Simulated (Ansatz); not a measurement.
The first iterations of a band of ClH3Sn + H3P (9 atoms, charge 0, multiplicity 1).

All numbers below come from RKS PBE/def2-SVP in Ansatz 0.2.0.

- movable images: 7
- climbing image: yes
- spring: 5.0 eV/Å²
- optimiser: quadratic models (default)
- start path: through a guess of the saddle point
- force threshold: 0.5 eV/Å
- iteration limit: 60
- end points: relaxed

Initial state:

```xyz
9
Properties=species:S:1:pos:R:3
Sn 0.691 -0.130 -0.299
Cl 0.605 -0.070 2.082
H 2.302 0.311 -0.724
H -0.474 1.013 -0.851
H 0.305 -1.746 -0.757
P -3.767 0.299 1.837
H -3.564 -0.278 0.531
H -3.959 -0.997 2.437
H -2.355 0.287 2.126
```

Final state:

```xyz
9
Properties=species:S:1:pos:R:3
Sn -0.544 -0.233 -0.440
Cl 0.347 -0.246 3.576
H 0.566 1.061 -0.196
H -1.160 -0.188 -2.056
H 0.208 -1.754 -0.138
P -2.424 0.033 1.269
H -3.094 1.096 0.570
H -3.251 -1.002 0.709
H -0.865 -0.080 3.091
```

| iteration | highest image above the first end (eV) | largest band force component (eV/Å) |
| --- | --- | --- |
| 1 | 12.626 | 31.913 |
| 2 | 3.585 | 9.988 |
| 3 | 2.219 | 5.807 |

Task: Does the band converge within its limit, and where does its top end?

Result: The forces met the threshold. It ended after 10 iterations with the highest image 1.869 eV above the first end. The threshold of 0.5 eV/Å is loose, so the images may lie well off the minimum-energy path. Neighbouring images differ by up to 1.5 eV, so the band resolves the path poorly. The order of the point at the top wasn't checked. The orbitals stay closed-shell, which can raise the energy where a bond breaks towards radicals; this wasn't checked here.

The run took 3.1 min on 2 threads of Arm Neoverse N1, on a shared host, peak memory 0.13 GiB.
